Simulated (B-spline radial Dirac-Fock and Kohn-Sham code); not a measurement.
## X-ray form factors of xenon in several charge states

Level of theory: configuration-average Dirac-Fock orbitals; a radial atomic solver.

Configurations: Xe⁴²⁺ [Ne] 3s2; Xe⁴³⁺ [Ne] 3s1; Xe⁴⁵⁺ [He] 2s2 2p5; Xe⁴⁶⁺ [He] 2s2 2p4; Xe⁴⁷⁺ [He] 2s2 2p3; Xe⁵¹⁺ [He] 2s1. The first column is f₀ of Xe⁴²⁺, the others are differences from it.

```tsv
s (Å⁻¹)	Xe⁴²⁺	Δ Xe⁴³⁺	Δ Xe⁴⁵⁺	Δ Xe⁴⁶⁺	Δ Xe⁴⁷⁺	Δ Xe⁵¹⁺
0	12.000	-1.000	-3.000	-4.000	-5.000	-9.000
0.1	11.980	-0.994	-2.987	-3.986	-4.985	-8.981
0.2	11.921	-0.975	-2.947	-3.944	-4.940	-8.926
0.3	11.825	-0.945	-2.883	-3.874	-4.866	-8.835
0.4	11.692	-0.904	-2.795	-3.780	-4.766	-8.710
0.5	11.527	-0.854	-2.687	-3.664	-4.642	-8.555
0.7	11.111	-0.731	-2.422	-3.377	-4.335	-8.166
0.9	10.609	-0.591	-2.115	-3.043	-3.973	-7.698
1.1	10.054	-0.448	-1.795	-2.690	-3.588	-7.185
1.4	9.189	-0.253	-1.346	-2.182	-3.023	-6.394
```

Values without a named source are computed, but for edge energies of neutral atoms, which are taken from tables.
